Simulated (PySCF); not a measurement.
Vertical excitations of a molecule C2H3BF2O from TDDFT-PBE/def2-SVPD in PySCF, as energy in eV (oscillator strength): 6.39 (0.005), 6.47 (0.365), 6.56 (0.000), 7.18 (0.019), 7.26 (0.001), 7.34 (0.015), 7.71 (0.000), 7.92 (0.027), 8.01 (0.009), 8.22 (0.002). Lowest triplet (TDA): 4.11 eV. Geometry: PBE0-D3(BJ)/def2-SVP. One conformer was computed; it need not be the lowest.

**Question.** Identify the compound among the candidates.
A. O=CCB(F)F
B. O=CB(F)CF
C. C=COB(F)F
D. OB(F)/C=C/F

**Answer.** D, OB(F)/C=C/F
